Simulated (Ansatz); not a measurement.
Ansatz (a program for electronic structure) input for BrClH₃NSi, SMILES Br[SiH](N)Cl, PBE/def2-SVPD. Geometry: B3LYP-D3(BJ)/def2-SVP. This is a generated structure with no PubChem entry under its InChIKey; it may be hypothetical. Other conformers were not sampled.

Ansatz 0.2 input:
```yaml
crystal:
  periodic: [false, false, false]
  atoms:
    - {symbol: Si, position_ang: [0.32486271, -0.64617186, 0.52264373]}
    - {symbol: N, position_ang: [1.99715770, -0.82019034, 0.21679244]}
    - {symbol: Cl, position_ang: [-0.90239729, -1.92350311, -0.57507684]}
    - {symbol: Br, position_ang: [-0.23194330, 1.44297004, -0.02604115]}
    - {symbol: H, position_ang: [0.04188267, -0.90565976, 1.94862784]}
    - {symbol: H, position_ang: [2.48997893, -1.64388522, 0.55153110]}
    - {symbol: H, position_ang: [2.39872613, -0.46711484, -0.64697175]}
basis:
  gaussian:
    orbitals: def2-SVPD
hamiltonian:
  xc: {name: PBE}
```

Output:

```
WARN ansatz: RAYON_NUM_THREADS=1 ignored (pool sized by the plan → 1); use --threads N
Functional definition: PBE
integrals: 0.09 GiB planned
1310 factors; their error is unknown
mean field: 0.47 GiB planned
mean field evaluation 1: about -91944.6448 eV, gradient 6.0e1 eV
mean field evaluation 2: about -91915.9285 eV, gradient 1.1e2 eV
mean field evaluation 4: about -91951.7568 eV, gradient 8.0e0 eV
mean field evaluation 8: about -91951.9254 eV, gradient 1.3e-1 eV
mean field evaluation 16: about -91951.8777 eV, gradient 8.2e-5 eV
mean field -91951.87770018 eV, -3379.1691782605 hartree, gradient 8.2e-5 eV, S^2 0.000000; 0 other end points of the search recorded, 0 dependent functions left out
reference -91951.87775299 eV, -3379.1691802011 hartree; 38, 38 occupied and 98, 98 virtual orbitals, 1310 factors
Total energy: -91951.87775299 eV, -3379.1691802011 hartree
```

Self-consistency was reached.

Cost: around 2.3 core-seconds (rough).
